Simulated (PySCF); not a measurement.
Structure from 2D NMR

Compound of formula C$_{2}$H$_{6}$Cl$_{2}$F$_{2}$Si$_{3}$. Correlations simulated from computed shifts and the bond graph:

HSQC (one-bond C–H):
```tsv
δH	δC
6.41	90.1
```

COSY cross peaks (H two or three bonds apart, from the bond graph; peaks can be absent where the dihedral angle is near 90°):
```tsv
δH	δH
6.45	5.04
6.45	4.99
5.04	4.99
```

HMBC (two and three bonds, from the bond graph):
```tsv
δH	δC
6.45	103.6
6.41	103.6
5.04	103.6, 90.1
4.99	103.6, 90.1
```

Carbons without hydrogens: δ 103.6.

Level of theory: σ from GIAO-PBE0/pcSseg-1, geometry from GFN2-xTB, in PySCF 2.14.0 with density-fitted response routines (equivalent nuclei averaged, non-relativistic Hamiltonian, isolated molecule, a single conformation).

Chemical shifts δ = σref − σ; $^{1}$H (σ = 31.72 ppm) and $^{13}$C (σ = 186.93 ppm) vs TMS, all at this level.

Exchangeable hydrogens are left out of these lists.

**Question.** Which molecule is this?

**Answer.** SMILES F[Si@H]1[SiH2][C@](F)(C(Cl)Cl)[SiH2]1.

Atom-mapped SMILES (the numbers label the heavy atoms): `[F:1][Si@H:2]1[SiH2:3][C@:4]([F:5])([CH:6]([Cl:7])[Cl:8])[SiH2:9]1`; H(Xn) means a hydrogen on atom n. Ha(Si3), Ha(Si9) are cis to F1 on the ring; Hb(Si3), Hb(Si9) are trans to F1 on the ring.

1. δC 103.6 is C4, a fully substituted sp3 carbon bonded to F and 2 Si.
2. δC 90.1 is C6, an sp3 CH bonded to 2 Cl (δH 6.41).
3. HMBC from δH 6.45 reaches the proton-free carbon C4.
4. HMBC from δH 6.41 reaches the proton-free carbon C4.
5. HMBC from δH 5.04 reaches the proton-free carbon C4.
6. HMBC from δH 4.99 reaches the proton-free carbon C4.
7. COSY links 6.45–5.04, 6.45–4.99, 5.04–4.99.

This is the structure that produced the data.

Carbons that carry Cl, above all several Cl atoms, come out too deshielded, partly because spin–orbit coupling is missing. Shifts are as computed. Against solution values, carbons near 30 ppm lie about +3 ppm off and those near 130 ppm about +5 ppm; carbons on Cl a further +6 ppm. Of 1309 compounds with measured shifts, 239 miss one by over three times the rms of a fit or turn the order of signals round; such compounds aren't used in these exercises.
